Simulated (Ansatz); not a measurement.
`[F][Sn]([F])([F])[SH]` and `[F][Sn]([F])([F])[GeH3]` differ in one atom or group.

Ansatz, PBE0-D4/def2-TZVP geometries, multiplicity 1. Each molecule was computed in one conformer, which needn't be the lowest.

Elements past krypton have def2 core potentials. Scalar relativity is left out up to krypton.

| property | `[F][Sn]([F])([F])[SH]` |
| --- | --- |
| HOMO–LUMO gap (ωB97M-V/def2-TZVPP) / eV | 10.41 |
| LUMO energy (ωB97M-V/def2-TZVPP) / eV | -0.83 |
| HOMO–LUMO gap (PBE0/def2-TZVPP) / eV | 6.09 |
| HOMO energy (B3LYP/def2-TZVPP) / eV | -8.75 |
| HOMO–LUMO gap (B3LYP/def2-TZVPP) / eV | 5.49 |
| HOMO energy (ωB97M-V/def2-TZVPP) / eV | -11.24 |

**Question.** What does the change do to each property? (Estimate.)

**Answer.** The calculation gave: 
| property | `[F][Sn]([F])([F])[GeH3]` | shift |
| --- | --- | --- |
| HOMO–LUMO gap (ωB97M-V/def2-TZVPP) / eV | 11.43 | 1.02 |
| LUMO energy (ωB97M-V/def2-TZVPP) / eV | -0.14 | 0.69 |
| HOMO–LUMO gap (PBE0/def2-TZVPP) / eV | 7.43 | 1.34 |
| HOMO energy (B3LYP/def2-TZVPP) / eV | -9.29 | -0.54 |
| HOMO–LUMO gap (B3LYP/def2-TZVPP) / eV | 6.88 | 1.39 |
| HOMO energy (ωB97M-V/def2-TZVPP) / eV | -11.57 | -0.33 |

With PBE0 the HOMO falls by 0.50 eV and the LUMO rises by 0.84 eV, so the gap widens by about 1.34 eV. PBE moves the HOMO by -0.51 eV and ωB97M-V by -0.33 eV.

B3LYP here is the variant with VWN-RPA as its local correlation; programs differ in this.
